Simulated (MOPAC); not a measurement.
A run for MOPAC: PM6 on CH3NO (a complex), monomers drawn apart or pushed together.

```
PM6 1SCF PRECISE CHARGE=0 THREADS=1
CH3NO

N     -0.04556400 1    -0.19027286 1    -0.09401091 1
H     -0.95690397 1     0.25199283 1    -0.12779790 1
H      0.64279284 1     0.52738622 1    -0.29046489 1
H     -0.00485282 1    -0.86658747 1    -0.84794880 1
C     -0.28596949 1     0.74605116 1     5.39380758 1
O      0.14413794 1    -0.11202203 1     5.98123839 1
```

It printed:

```
*******************************************************************************
 **                                                                           **
 **                              MOPAC v23.2.5                                **
 **                                                                           **
 *******************************************************************************
 ** MOPAC's Digital Object Identifier: https://doi.org/10.5281/zenodo.6511958 **
 **                                                                           **
 ** Please cite the open-source release paper for use of this MOPAC version:  **
 ** J. E. Moussa and J. J. P. Stewart (2026)                                  **
 ** MOPAC: An open-source semiempirical molecular orbital program             **
 ** J. Open Source Softw., 11(119), 8025, https://doi.org/10.21105/joss.08025 **
 *******************************************************************************

                              PM6 CALCULATION RESULTS

 *******************************************************************************
 *  PM6        - The PM6 Hamiltonian to be used
 *
 *
 *
 *                 CHARGE ON SYSTEM = 0
 *
 *
 *
 *  PRECISE    - TIGHTER CRITERIA TO BE USED
 *  1SCF       - DO 1 SCF AND THEN STOP
 *  THREADS=1  - MULTI-THREADING NOT USED
 *  T=         - A TIME OF 172800.0 SECONDS REQUESTED
 *  DUMP=N     - RESTART FILE WRITTEN EVERY 7200.0 SECONDS REQUESTED
 *******************************************************************************
PM6 1SCF PRECISE CHARGE=0 THREADS=1
 CH3NO

   ATOM   CHEMICAL          X               Y               Z
  NUMBER   SYMBOL      (ANGSTROMS)     (ANGSTROMS)     (ANGSTROMS)

     1       N         -0.04556400  *  -0.19027286  *  -0.09401091  *
     2       H         -0.95690397  *   0.25199283  *  -0.12779790  *
     3       H          0.64279284  *   0.52738622  *  -0.29046489  *
     4       H         -0.00485282  *  -0.86658747  *  -0.84794880  *
     5       C         -0.28596949  *   0.74605116  *   5.39380758  *
     6       O          0.14413794  *  -0.11202203  *   5.98123839  *



          CARTESIAN COORDINATES

    NO.       ATOM           X           Y           Z

     1         N         -0.0456     -0.1903     -0.0940
     2         H         -0.9569      0.2520     -0.1278
     3         H          0.6428      0.5274     -0.2905
     4         H         -0.0049     -0.8666     -0.8479
     5         C         -0.2860      0.7461      5.3938
     6         O          0.1441     -0.1120      5.9812

 General Reference for PM6:
 "Optimization of Parameters for Semiempirical Methods V: Modification of NDDO Approximations
 and Application to 70 Elements", J. J. P. Stewart, J. Mol. Mod., 13, 1173-1213 (2007)
 URL: https://link.springer.com/article/10.1007/s00894-007-0233-4

           Empirical Formula: C H3 N O  =     6 atoms



      MOLECULAR POINT GROUP   :   C1


      RHF CALCULATION, NO. OF DOUBLY OCCUPIED LEVELS = 9


 -------------------------------------------------------------------------------
 PM6 1SCF PRECISE CHARGE=0 THREADS=1
 CH3NO



     1SCF WAS SPECIFIED, SO BFGS WAS NOT USED
     SCF FIELD WAS ACHIEVED


                              PM6 CALCULATION
                                                       MOPAC v23.2.5 Linux




          FINAL HEAT OF FORMATION =        -16.70637 KCAL/MOL =     -69.89943 KJ/MOL


          COSMO AREA              =        106.45 SQUARE ANGSTROMS
          COSMO VOLUME            =         72.34 CUBIC ANGSTROMS

          IONIZATION POTENTIAL    =         10.145716 EV
          HOMO LUMO ENERGIES (EV) =        -10.146  1.422
          NO. OF FILLED LEVELS    =          9
          MOLECULAR WEIGHT        =         45.0408         POINT GROUP:  C1

          MOLECULAR DIMENSIONS (Angstroms)

            Atom       Atom       Distance
            O     6    H     4     6.87236
            H     3    H     2     1.62849
            O     6    H     2     1.18972


          SCF CALCULATIONS        =          1





   ATOM   CHEMICAL          X               Y               Z
  NUMBER   SYMBOL      (ANGSTROMS)     (ANGSTROMS)     (ANGSTROMS)

     1       N         -0.04556400  *  -0.19027286  *  -0.09401091  *
     2       H         -0.95690397  *   0.25199283  *  -0.12779790  *
     3       H          0.64279284  *   0.52738622  *  -0.29046489  *
     4       H         -0.00485282  *  -0.86658747  *  -0.84794880  *
     5       C         -0.28596949  *   0.74605116  *   5.39380758  *
     6       O          0.14413794  *  -0.11202203  *   5.98123839  *

                             CARTESIAN COORDINATES

   1    N       -0.045564000    -0.190272860    -0.094010910
   2    H       -0.956903970     0.251992830    -0.127797900
   3    H        0.642792840     0.527386220    -0.290464890
   4    H       -0.004852820    -0.866587470    -0.847948800
   5    C       -0.285969490     0.746051160     5.393807580
   6    O        0.144137940    -0.112022030     5.981238390


           Empirical Formula: C H3 N O  =     6 atoms



      MOLECULAR POINT GROUP   :   C1


                  EIGENVALUES
 -34.13819 -30.88824 -19.94015 -16.14537 -16.11621 -15.76114 -15.75651 -11.78036
 -10.14572   1.42192   1.42885   4.32879   5.44330   6.71270   6.72794


              NET ATOMIC CHARGES AND DIPOLE CONTRIBUTIONS

  ATOM NO.   TYPE          CHARGE      No. of ELECS.   s-Pop       p-Pop
    1          N          -0.596947        5.5969     1.59277     4.00418
    2          H           0.198955        0.8010     0.80105
    3          H           0.198657        0.8013     0.80134
    4          H           0.199334        0.8007     0.80067
    5          C           0.315618        3.6844     1.72473     1.95965
    6          O          -0.315618        6.3156     1.80019     4.51543
 DIPOLE           X         Y         Z       TOTAL
 POINT-CHG.    -0.827     1.761    -1.832     2.672
 HYBRID         0.422    -0.717    -0.248     0.868
 SUM           -0.405     1.043    -2.080     2.362


          ATOMIC ORBITAL ELECTRON POPULATIONS

     Atom    s        px        py        pz
    1  N   1.59277   1.18479   1.26153   1.55786
    2  H   0.80105
    3  H   0.80134
    4  H   0.80067
    5  C   1.72473   0.55679   0.78359   0.61927
    6  O   1.80019   1.51298   1.49493   1.50752

 **********************
 *                    *
 * JOB ENDED NORMALLY *
 *                    *
 **********************




 == MOPAC DONE ==
```

The run finished.

Cost: around 0.04 core-seconds (rough).
